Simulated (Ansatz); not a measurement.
The cluster NaAlF₄⁺. Charge 1, multiplicity 2. Geometry r2SCAN-D4/def2-SVP, that of the neutral singlet; atoms count from 1.

Cartesian coordinates in Å:
```
Na 1.466 -1.472 0.993
Al -0.380 0.382 -0.258
F 0.091 1.338 -1.539
F 0.747 0.513 1.068
F 0.028 -1.291 -0.543
F -1.951 0.530 0.278
```

The structure comes from a short search, and lower isomers may exist.

**Question.** Estimate the Mulliken populations from the PBE0/def2-TZVP orbitals of Ansatz.

**Answer.** 
| atom | charge (e) | spin (α − β) |
| --- | --- | --- |
| Na1 | 0.92 | 0.00 |
| Al2 | 0.88 | -0.06 |
| F3 | -0.05 | 0.42 |
| F4 | -0.35 | 0.11 |
| F5 | -0.35 | 0.11 |
| F6 | -0.05 | 0.42 |
Mulliken values depend strongly on the basis.

**Question.** Where does the spin sit?

**Answer.** Summed by element: Na 0.00, Al -0.06, F 1.06, of 1 unpaired in all. Largest on single atoms: F6 0.42, F3 0.42, F5 0.11.

**Question.** And the Mayer bond orders between heavy atoms (over 0.3)?

**Answer.** Al2–F3 0.92 (1.67 Å); Al2–F4 0.87 (1.75 Å); Al2–F5 0.87 (1.75 Å); Al2–F6 0.92 (1.67 Å).
